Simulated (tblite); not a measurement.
Compound: C3H6F4Si.
Atom-mapped SMILES: `[F:1][CH2:2][SiH2:3][CH2:4][C:5]([F:6])([F:7])[F:8]` (hydrogens: H9, H10 on C2; H11, H12 on Si3; H13, H14 on C4)

Structure used (GFN2-xTB), in Å, numbered top down from 1:
```
atom  x, y, z in Å
F1     2.4814    0.2763    1.2056
C2     2.2784    0.1824   -0.1572
Si3    0.4611    0.6419   -0.5618
C4    -0.6094   -0.5719    0.4568
C5    -2.0576   -0.3043    0.1936
F6    -2.4134    0.9557    0.4995
F7    -2.8832   -1.1037    0.8908
F8    -2.3849   -0.4756   -1.1007
H9     2.9886    0.8670   -0.6229
H10    2.5501   -0.8382   -0.4374
H11    0.1964    2.0093   -0.1199
H12    0.2421    0.4283   -1.9924
H13   -0.4131   -1.6120    0.1970
H14   -0.4373   -0.4555    1.5268
```

Computed values, GFN2-xTB/tblite, gas phase, harmonic and unscaled. Errors from tens to a few hundred cm⁻¹ against measured bands are possible. Modes of hydrogen on silicon can be 10 to 20 % off. One conformer, not necessarily the lowest.

Harmonic wavenumbers (cm⁻¹): 28.4, 48.5, 73.5, 111.7, 142.8, 270.6, 320.6, 328.4, 462.0, 475.1, 479.3, 569.4, 578.7, 658.5, 717.9, 742.7, 748.7, 774.8, 787.0, 840.6, 973.1, 1028.0, 1033.3, 1165.7, 1189.4, 1198.6, 1244.3, 1272.7, 1428.1, 1443.7, 2291.3, 2305.7, 2956.9, 2980.3, 3001.9, 3006.4.

A = 3456, B = 777.3, C = 734.1 MHz; mass 146.017 u (most abundant isotopes); point group C1, symmetry number 1.

Task: What is the zero-point energy?

Result: Half the sum of the wavenumbers: 18839 cm⁻¹ = 225.37 kJ/mol.

Task: Entropy at 500 K, 1 bar (ideal gas, RRHO, classical rotation)?

Result: Translation 181.76, rotation 129.79, vibration 203.43: S = 515.0 J/(mol K).

Task: And Cp and H(500 K) − H(0)?

Result: Cp = 208.06 J/(mol K), of which vibrations give 174.81 (their classical limit is 36 R = 299.3); H(500 K) − H(0) = 65.24 kJ/mol without the zero-point energy, 48.61 from vibrations.

Task: Blend soft modes into free rotors: weight 1/[1 + (100 cm⁻¹/ν̃)⁴] for the oscillator and the rest for a rotor with moment μB/(μ + B), μ = h/(8π²ν), B = 10⁻⁴⁴ kg m². What vibrational entropy results?

Result: 179.70 J/(mol K) in place of 203.43, which changes −T·S at 500 K by +11.86 kJ/mol.

Task: What must be added to the electronic energy to get the Gibbs energy at 500 K and 1 bar?

Result: ZPE + [H(500 K) − H(0)] − T·S = 225.37 + 65.24 − 257.48 = 33.13 kJ/mol.

Task: Which modes carry the vibrational entropy at 500 K?

Result: 28.4 cm⁻¹: 29.14; 48.5 cm⁻¹: 24.69; 73.5 cm⁻¹: 21.25; 111.7 cm⁻¹: 17.79; 142.8 cm⁻¹: 15.77; 270.6 cm⁻¹: 10.60 J/(mol K); the other 30 give 84.19 together.

Task: How do the functions run with temperature in this model?

Result: 
```json
{"T (K)": "150", "S (J/(mol K))": "339.2", "Cp (J/(mol K))": "95.4", "H − H(0) (kJ/mol)": "10.11", "G − H(0) (kJ/mol)": "-40.77", "ln q(vib)": "4.03"}
{"T (K)": "250", "S (J/(mol K))": "396.9", "Cp (J/(mol K))": "134.0", "H − H(0) (kJ/mol)": "21.57", "G − H(0) (kJ/mol)": "-77.65", "ln q(vib)": "6.66"}
{"T (K)": "298.15", "S (J/(mol K))": "422.0", "Cp (J/(mol K))": "151.6", "H − H(0) (kJ/mol)": "28.46", "G − H(0) (kJ/mol)": "-97.37", "ln q(vib)": "7.88"}
{"T (K)": "400", "S (J/(mol K))": "471.2", "Cp (J/(mol K))": "183.7", "H − H(0) (kJ/mol)": "45.60", "G − H(0) (kJ/mol)": "-142.90", "ln q(vib)": "10.39"}
{"T (K)": "600", "S (J/(mol K))": "554.6", "Cp (J/(mol K))": "227.0", "H − H(0) (kJ/mol)": "87.03", "G − H(0) (kJ/mol)": "-245.76", "ln q(vib)": "15.06"}
{"T (K)": "900", "S (J/(mol K))": "654.5", "Cp (J/(mol K))": "264.4", "H − H(0) (kJ/mol)": "161.29", "G − H(0) (kJ/mol)": "-427.76", "ln q(vib)": "21.34"}
```

q(vib) and H(0) count from the zero-point level.

Hindered rotation and anharmonicity are outside this model. Other conformers, if any are populated, would add a mixing term that is left out. The structure is chiral; the term R ln 2 for an equal mix with its mirror image is left out.
